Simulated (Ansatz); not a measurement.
Reaction (formal exchange of groups at the Si–O bond): `CO[SiH](F)OC` + `C=C` → `C=C[SiH](F)OC` + CH₃OH

Program: Ansatz. Geometries: PBE0-D4/def2-TZVP. ΔE: electronic, gas phase. CCSD(T)/CBS adds triple-zeta CCSD(T) − MP2 to the extrapolated MP2 energy (def2 sets, frozen cores). This one scheme is used for every species. DFT in def2-TZVPP. B3LYP here is the variant with VWN-RPA as its local correlation; programs differ in this. One conformer a species, not always the lowest.

| level | ΔE (kJ/mol) | difference from CCSD(T)/CBS |
| --- | --- | --- |
| PBE0-D4 | 106.1 | -7.6 |
| B3LYP-D4 | 114.9 | 1.2 |
| ωB97X-V | 113.3 | -0.4 |
| ωB97M-V | 113.8 | 0.1 |
| r2SCAN | 114.6 | 0.9 |
| PBE0 | 107.7 | -6.0 |
| SCS-MP2/def2-TZVPP | 116.7 | 3.0 |
| HF/CBS(def2) | 132.7 | 19.0 |
| MP2/CBS(def2) | 113.7 | 0.0 |
| CCSD/CBS(def2) | 116.3 | 2.6 |
| CCSD(T)/CBS | 113.7 | 0 |

Largest T1 diagnostic among the species: 0.012.

From PBE to PBE0 (25 % exact exchange), in def2-TZVPP and without D4, ΔE moves by +4.1 kJ/mol. In def2-TZVPP, CCSD(T) changes the Hartree–Fock value by −17.0 kJ/mol (the triples alone add −2.6 kJ/mol) and MP2 by −17.0 kJ/mol.
